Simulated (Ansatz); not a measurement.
Coupled-cluster diagnostics for Pb₄O₃ (the lowest singlet isomer of a short search), Ansatz.

Geometry of the singlet (PBE-D4/def2-SVP):

```xyz
7

Pb    0.200    2.156    0.043
Pb   -1.732   -0.708    0.132
Pb    1.424   -0.561    1.531
Pb    1.133   -0.468   -1.785
O    -0.533    0.616    1.563
O     0.302   -1.735   -0.075
O    -0.795    0.699   -1.409
```

In the def2 sets Pb takes a core potential; there is no spin–orbit coupling. Correlated methods freeze 19 core orbitals; core or outer-core shells of Pb are correlated, in sets that lack core-valence functions. The structure comes from a short search, and lower isomers may exist.

(1) Estimate the CCSD(T) correlation energy, the shares of MP2 and (T), T1 and the reference's ⟨S²⟩ for: charge 0, singlet, own geometry in def2-SVP; and the rough time on 4 threads of Intel Xeon 6975P-C on a shared host.

## Answers

(1) 
```json
{"state": "charge 0, singlet, own geometry", "basis": "def2-SVP", "correlation (eV)": "-28.255", "MP2 share (%)": "95.8", "(T) share (%)": "5.0", "T1": "0.021", "⟨S²⟩ (pure)": "0.00 (0.00)", "wall time": "24 s", "remarks": "large T1 (0.021)"}
```
Customary marks for T1 are 0.02 (closed shells), 0.045 (open shells) and about 0.05 (3d metals). T1 exceeds 0.02 in 1 of 1 rows and 0.045 in 0; the higher it lies, the less the single-reference result can be trusted.
